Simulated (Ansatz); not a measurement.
Frontier orbitals of C3H9BO, SMILES `CC(C)BO`.

```xyz
14

C    -0.973    1.111   -0.284
C     0.213    0.219    0.090
C    -0.049   -0.483    1.424
B     0.459   -0.849   -1.040
O     1.605   -0.946   -1.753
H    -0.796    1.664   -1.211
H    -1.177    1.842    0.505
H    -1.879    0.515   -0.424
H     1.101    0.858    0.206
H    -0.252    0.244    2.216
H     0.801   -1.093    1.742
H    -0.919   -1.143    1.351
H    -0.394   -1.648   -1.325
H     2.261   -0.291   -1.497
```

Charge 0, multiplicity 1. All single points use the PBE0-D4/def2-TZVP geometry. It is one conformer, not always the lowest. Basis def2-TZVPP, the Gaussian-basis code of Ansatz.

```json
{"functional": "LDA (SPW92)", "HOMO (eV)": "-6.71", "LUMO (eV)": "-1.18", "gap (eV)": "5.53"}
{"functional": "PBE", "HOMO (eV)": "-6.63", "LUMO (eV)": "-0.89", "gap (eV)": "5.74"}
{"functional": "r2SCAN", "HOMO (eV)": "-6.90", "LUMO (eV)": "-0.49", "gap (eV)": "6.41"}
{"functional": "PBE0", "HOMO (eV)": "-8.02", "LUMO (eV)": "0.13", "gap (eV)": "8.15"}
{"functional": "CAM-B3LYP", "HOMO (eV)": "-9.48", "LUMO (eV)": "1.20", "gap (eV)": "10.68"}
{"functional": "ωB97M-V", "HOMO (eV)": "-10.33", "LUMO (eV)": "2.02", "gap (eV)": "12.35"}
```

A quarter of exact exchange (PBE0) shifts PBE's HOMO by −1.39 eV and its LUMO by +1.02 eV; full exchange at long range (ωB97M-V) shifts them by −3.70 and +2.90 eV. The gap opens from 5.75 to 12.35 eV, since occupied levels lose self-interaction and empty ones feel all the electrons. A positive LUMO is unbound and depends on the basis.
